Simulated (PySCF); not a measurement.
Species: C5H6F2.
Cartesian coordinates in Å at the PBE0-D3(BJ)/def2-SVP level; atoms count from 1:
```xyz
13
C5H6F2 angstrom
C      1.427    1.677    0.381
C      0.766    0.522    0.456
C     -0.174    0.046   -0.573
F     -0.330    0.895   -1.618
C     -0.295   -1.420   -0.916
C     -1.407   -0.732   -0.202
F     -2.532   -0.468   -0.896
H      2.114    1.985    1.173
H      1.298    2.343   -0.475
H      0.897   -0.146    1.314
H     -0.477   -1.613   -1.977
H      0.325   -2.152   -0.393
H     -1.603   -0.946    0.855
```

Method used: PBE0-D3(BJ)/def2-SVP geometry optimisation, gas phase in PySCF 2.14.0.

Masses are those of the commonest isotopes; rigid-rotor values at the optimised geometry. The values belong to one conformer with, in the numbering `[CH2:1]=[CH:2][C@@:3]1([F:4])[CH2:5][C@@H:6]1[F:7]`, C1–C2–C3–F4 -1°.

Task: What are A, B and C (GHz)?

Result: Ia = 95.85, Ib = 272.33, Ic = 296.79 u·Å²; 505379 MHz·u·Å²/I gives 5273, 1856 and 1703 MHz, that is A = 5.2727, B = 1.8558, C = 1.7028 GHz.

Task: Classify the top.

Result: A near-prolate asymmetric top: κ = (2 × 1856 − 5273 − 1703)/(5273 − 1703) = -0.91.

Task: What does the inertial defect say?

Result: Not planar: Δ = Ic − Ia − Ib = -71.38 u·Å². For a rigid frame Δ = −2 Σ m c², so Σ m c² = 35.69 u·Å² lies off the ab plane: 7.05 from hydrogen and 28.64 from heavier atoms. The atom farthest from that plane is 1.77 Å away.

Task: Where do the levels up to J = 5 lie, in MHz?

Result: Above 0(0,0):
J = 1: 1(0,1) 3559, 1(1,1) 6976, 1(1,0) 7129
J = 2: 2(0,2) 10671, 2(1,2) 13940, 2(1,1) 14399, 2(2,1) 24650, 2(2,0) 24655
J = 3: 3(0,3) 21326, 3(1,3) 24383, 3(1,2) 25301, 3(2,2) 35325, 3(2,1) 35350, 3(3,1) 52796, 3(3,0) 52796
J = 4: 4(0,4) 35511, 4(1,4) 38301, 4(1,3) 39830, 4(2,3) 49556, 4(2,2) 49631, 4(3,2) 67040, 4(3,1) 67040, 4(4,1) 91485, 4(4,0) 91485
J = 5: 5(0,5) 53205, 5(1,5) 55691, 5(1,4) 57983, 5(2,4) 67337, 5(2,3) 67511, 5(3,3) 84849, 5(3,2) 84852, 5(4,2) 109289, 5(4,1) 109289, 5(5,1) 140720, 5(5,0) 140720

Task: Which types of transition are allowed, and where do some lines up to J = 3 fall?

Result: The dipole components are |μa| = 0.79 D, |μb| = 2.39 D, |μc| = 0.11 D. Intensities carry the squares of the components, which stand as 0.11 : 1.00 : 0.00 (a : b : c). Some of the stronger lines:

| type | branch | J(Ka,Kc) | MHz | lower level (cm⁻¹) |
| --- | --- | --- | --- | --- |
| a | Q | 2(1,1) ← 2(1,2) | 459 | 0.465 |
| b | R | 3(1,2) ← 2(2,1) | 651 | 0.822 |
| a | Q | 3(1,2) ← 3(1,3) | 918 | 0.813 |
| b | Q | 1(1,0) ← 1(0,1) | 3570 | 0.119 |
| b | Q | 3(2,1) ← 3(1,2) | 10050 | 0.844 |
| b | R | 2(1,2) ← 1(0,1) | 10381 | 0.119 |
| a | R | 3(1,3) ← 2(1,2) | 10443 | 0.465 |
| a | R | 3(0,3) ← 2(0,2) | 10656 | 0.356 |
| b | Q | 2(2,1) ← 2(1,2) | 10710 | 0.465 |
| b | R | 3(1,3) ← 2(0,2) | 13712 | 0.356 |
| b | R | 2(2,1) ← 1(1,0) | 17521 | 0.238 |
| b | R | 3(2,2) ← 2(1,1) | 20927 | 0.480 |

Task: Estimate the classical rotational partition function at 10 K, 25 K and 100 K.

Result: Point group C1, symmetry number σ = 1; q = (√π/σ)·√((kT/h)³/(ABC)), k/h = 20836.6 MHz/K: 1310 at 10 K, 5160 at 25 K, 41300 at 100 K.

PBE0-D3(BJ)/def2-SVP frequencies: not computed here. These are rigid-rotor constants of the computed structure; measured ground-state constants (B0) also hold zero-point vibration.

The run took 67 s wall on an Arm Neoverse V1 with one thread, shared host with 32 logical CPUs at a one-minute load of 29, and the process peaked at 0.55 GiB of memory. That covers the optimisation of the geometry.
